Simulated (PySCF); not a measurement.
C4H6N2OSe.
SMILES with atom numbers: `[CH3:1][CH2:2][O:3][c:4]1[cH:5][n:6][se:7][n:8]1` (hydrogens: H9, H10, H11 on C1; H12, H13 on C2; H14 on C5)

All values: B3LYP/def2-SVPD (PySCF, non-relativistic), on one gas-phase PBE0-D3(BJ)/def2-SVP geometry that isn't relaxed in the solvent. The solvent is an IEF-PCM continuum (van der Waals radii × 1.2), and excitations are vertical TDDFT with non-equilibrium linear response and a frozen core. Specific hydrogen bonds and non-electrostatic terms are outside this model. Spin–orbit coupling is left out although an atom past zinc is present.

Gas-phase singlets (H = HOMO, L = LUMO):

| state | E (eV) | λ (nm) | f | leading configuration |
| --- | --- | --- | --- | --- |
| S1 | 4.443 | 279 | 0.001 | H→L+1 98% |
| S2 | 4.496 | 276 | 0.121 | H→L 94% |
| S3 | 5.010 | 247 | 0.001 | H-1→L 99% |
| S4 | 5.807 | 213 | 0.001 | H-3→L 92% |
| S5 | 5.947 | 208 | 0.001 | H→L+2 94% |

Question: How does the list change in chloroform (ε = 4.711)?

Answer: 
```tsv
state	E (eV)	λ (nm)	f	leading configuration	change by rank (eV)
S1	4.394	282	0.167	H→L 96%	-0.049
S2	4.448	279	0.002	H→L+1 98%	-0.048
S3	5.083	244	0.001	H-1→L 98%	+0.073
S4	5.802	214	0.001	H-3→L 92%	-0.005
S5	5.973	208	0.000	H→L+2 95%	+0.026
```

Question: How does the list change in methanol (ε = 32.61)?

Answer: 
```json
{"state": "S1", "E (eV)": "4.402", "λ (nm)": "282", "f": "0.157", "leading configuration": "H→L 95%", "change by rank (eV)": "-0.041"}
{"state": "S2", "E (eV)": "4.460", "λ (nm)": "278", "f": "0.001", "leading configuration": "H→L+1 98%", "change by rank (eV)": "-0.036"}
{"state": "S3", "E (eV)": "5.119", "λ (nm)": "242", "f": "0.001", "leading configuration": "H-1→L 97%", "change by rank (eV)": "+0.109"}
{"state": "S4", "E (eV)": "5.806", "λ (nm)": "214", "f": "0.001", "leading configuration": "H-3→L 91%", "change by rank (eV)": "-0.001"}
{"state": "S5", "E (eV)": "5.989", "λ (nm)": "207", "f": "0.000", "leading configuration": "H→L+2 95%", "change by rank (eV)": "+0.042"}
```

Question: The ground-state energy changes by -0.190 eV from gas to methanol. By how much does the total energy of gas-phase S2 change?

Answer: E(S2) = E(S0) + excitation energy, so it changes by -0.190 − 0.094 = -0.284 eV: it is lowered more than the ground state, which is what a red shift means. This is the vertical state, with the slow part of the continuum still set for S0.

Question: How do the frontier levels move from gas to methanol?

Answer: 
| orbital | gas (eV) | solvent (eV) | change (eV) |
| --- | --- | --- | --- |
| LUMO+2 | 0.21 | 0.26 | +0.05 |
| LUMO+1 | -1.01 | -1.00 | +0.01 |
| LUMO | -1.71 | -1.78 | -0.07 |
| HOMO | -6.64 | -6.66 | -0.02 |
| HOMO-1 | -8.14 | -8.32 | -0.18 |
| HOMO-2 | -8.42 | -8.48 | -0.06 |
| HOMO-3 | -8.84 | -8.92 | -0.08 |

The HOMO–LUMO gap goes from 4.92 to 4.88 eV.

The values belong to the conformer `[CH3:1][CH2:2][O:3][c:4]1[cH:5][n:6][se:7][n:8]1`: C1–C2–O3–C4 -78°, C2–O3–C4–C5 179°.
